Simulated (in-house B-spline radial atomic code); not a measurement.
How numerical settings move a run on Kr, [Ar] 3d10 4s2 4p6. Computed with a B-spline radial code for spherical atoms: scalar-relativistic (X2C) PW91, spherical fractional occupations, Fermi nucleus of rms radius 4.1884 fm.

Command:
```bash
python run_scf.py task.json out
```
Settings of the sound reference run:
```
Z                36
electrons        36
configuration    [Ar] 3d10 4s2 4p6
hamiltonian      x2c
method           pw91,pw91
spin_polarised   False
nucleus          fermi
rms_radius       4.1884
mass_number      84
atomic_mass      83.9115
speed_of_light   137.036
knot_spacing     0.22
spline_order     8
gauss_points     12
box_radius       50
max_iterations   70
damping          0.5
damped_steps     3
diis_vectors     10
tolerance        1e-08
start            Thomas-Fermi
```

Cost of the run: 0.35 s on 1 thread of Arm Neoverse N1, with other jobs on the host.

It converges in 9 iterations to -2790.332003 hartree, with 4p at -9.29843 eV. The other runs change the listed settings, some to values that make no sense; their results aren't properties of the atom or ion. Radii are in bohr (the nuclear one in fm), a minus after a letter asks for a j subshell, and «unchanged» means within 1e-8 hartree. The run stops when the residual is below 10 × tolerance × max(1, Z/10), or a noise floor if that is larger, and the energy moves by less than 1e-8 × √|E| hartree; so very loose and very tight tolerances often act alike.

```tsv
changed settings	outcome
box_radius = 5	converged in 9 iterations, energy +3.84e-02 hartree from the reference, 4p level +9.9e-01 eV (the program warns: 4p reaches the box edge; 4s reaches the box edge)
electrons = 37, configuration = [Ar] 3d10 4s2 4p6 5s-1, max_iterations = 75	stopped with error: j subshells need the Dirac Hamiltonian and l > 0
box_radius = 25, max_iterations = 8, damping = 0.2, diis_vectors = 2	not converged after 8 iterations, last residual 3.5e-05, last energy +1.86e-07 hartree from the reference
box_radius = 10	converged in 9 iterations, energy +9.63e-06 hartree from the reference, 4p level +9.0e-04 eV (the program warns: 4p reaches the box edge)
knot_spacing = 0.15, box_radius = 7.5, max_iterations = 75	converged in 9 iterations, energy +6.20e-04 hartree from the reference, 4p level +3.7e-02 eV (the program warns: 4p reaches the box edge; 4s reaches the box edge)
box_radius = 25	converged in 9 iterations, energy +1.21e-07 hartree from the reference, 4p level -1.9e-06 eV
box_radius = 2	converged in 9 iterations, energy +1.00e+01 hartree from the reference, 4p level +6.2e+01 eV (the program warns: 4p has a positive eigenvalue: unbound, held by the box; 4s has a positive eigenvalue: unbound, held by the box)
box_radius = 200	converged in 9 iterations, energy unchanged, 4p level +9.2e-07 eV
spline_order = 4	converged in 9 iterations, energy +1.07e-03 hartree from the reference, 4p level -1.8e-04 eV
damping = 0.8	converged in 10 iterations, energy unchanged, 4p level +3.8e-06 eV
hamiltonian = dirac, method = hf, speed_of_light = 32.40901	converged in 12 iterations to -3821.7375 hartree, a different physical problem
spline_order = 7	converged in 9 iterations, energy +1.33e-06 hartree from the reference, 4p level -1.0e-04 eV
spline_order = 10	converged in 9 iterations, energy +1.56e-06 hartree from the reference, 4p level -7.1e-05 eV
spline_order = 6, gauss_points = 8, box_radius = 200, max_iterations = 50, tolerance = 0.01	converged in 8 iterations, energy +2.40e-06 hartree from the reference, 4p level +9.7e-04 eV
electrons = 37, configuration = [Ar] 3d10 4s2 4p7, max_iterations = 60	stopped with error: shell 4p holds at most 6 electrons
box_radius = 100	converged in 9 iterations, energy -5.39e-08 hartree from the reference, 4p level +3.8e-07 eV
spline_order = 5	converged in 9 iterations, energy +3.28e-05 hartree from the reference, 4p level -3.6e-05 eV
```

(1) What happens with max_iterations = 75, damped_steps = 1, tolerance = 0.0001?

(2) What happens with box_radius = 3?

(3) What happens with spline_order = 3?

(4) What happens with spline_order = 6?

Answers

(1) Converged in 8 iterations, energy unchanged, 4p level +7.0e-06 eV.

(2) Converged in 9 iterations, energy +1.29e+00 hartree from the reference, 4p level +1.3e+01 eV (the program warns: 4p has a positive eigenvalue: unbound, held by the box; 3p reaches the box edge).

(3) Converged in 9 iterations, energy +6.65e-02 hartree from the reference, 4p level -1.9e-03 eV.

(4) Converged in 9 iterations, energy +2.27e-06 hartree from the reference, 4p level -7.7e-06 eV.
